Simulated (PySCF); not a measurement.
BrHMgSe, SMILES [SeH][Mg][Br]. Atoms are numbered in the order given.

```xyz
4

Mg    -0.0031     0.0325     0.0000
Br     0.0007     2.3691     0.0000
Se    -0.0417    -2.3799     0.0000
H      1.4330    -2.3926     0.0000
```

Geometry: B3LYP-D3(BJ)/def2-TZVP. One conformer was computed; it need not be the lowest.

The numbers are results of HF/pcSseg-2 in PySCF, not measurements.

GIAO shieldings, no solvent; atoms alike by connectivity are averaged. δ = σ(ref) − σ: ⁷⁷Se against Me2Se (σ = 1901.4 ppm); ¹H against TMS (σ = 31.98 ppm), references at their B3LYP-D3(BJ)/def2-TZVP geometries, non-relativistic (without spin–orbit terms, shifts of atoms bonded to Cl or Br come out too high).

```
nucleus  atoms  count  δ (ppm)
-------  -----  -----  -------
⁷⁷Se       Se3      1   -603.7
¹H          H4      1    -0.43
```
